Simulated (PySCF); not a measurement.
## Which determinant of CsMg⁺ lies lowest?

Unrestricted PBE0; basis Cs def2-SVPD with ECP46, Mg def2-SVPD; scalar-relativistic core potentials; PySCF 2.14. Outer shells of the fragments: Cs+ closed shells only; Mg 3s2.

Followed along the bond (rough minima from three points):

```tsv
2Ms+1	unpaired	⟨S²⟩ at the start	R at minimum (Å)	Te (eV)
1	none	0.00	4.24	0.00
3	σ ↑↑	2.00	none in the scan	≤ 2.22
```

Solutions found at the starting distance of 3.660 Å, counted from the lowest of them; the search is not exhaustive and high or unbound solutions are not listed, so other states can lie among these:

```json
{"2Ms+1": "1", "unpaired": "none", "term": "¹Σ⁺", "E (eV)": "0.00", "⟨S²⟩": "0.00", "⟨Lz²⟩": "0.00", "μ (D)": "0.57"}
{"2Ms+1": "3", "unpaired": "σ ↑↑", "term": "³Σ⁺", "E (eV)": "2.48", "⟨S²⟩": "2.00", "⟨Lz²⟩": "0.00", "μ (D)": "0.44"}
{"2Ms+1": "3", "unpaired": "σ ↑, π ↑", "term": "³Π", "E (eV)": "2.65", "⟨S²⟩": "2.00", "⟨Lz²⟩": "1.00", "μ (D)": "0.88"}
{"2Ms+1": "1", "unpaired": "σ ↑, π ↓", "term": "mixed", "E (eV)": "3.31", "⟨S²⟩": "1.00", "⟨Lz²⟩": "1.00", "μ (D)": "1.11"}
{"2Ms+1": "3", "unpaired": "σ ↑, δ ↑", "term": "³Δ", "E (eV)": "6.06", "⟨S²⟩": "2.00", "⟨Lz²⟩": "4.00", "μ (D)": "12.59"}
{"2Ms+1": "1", "unpaired": "σ ↑, δ ↓", "term": "mixed", "E (eV)": "6.12", "⟨S²⟩": "1.00", "⟨Lz²⟩": "4.00", "μ (D)": "13.30"}
```

A term symbol is given only where ⟨S²⟩ and ⟨Lz²⟩ are close to those of a pure state; real π, δ and φ orbitals otherwise mix terms. A positive dipole points towards Mg; it is taken about the centre of mass and depends on that origin.

Spin–orbit coupling is left out. Counting both spins, an empty level lies below a filled one in some of these solutions, because spin and occupation are held.
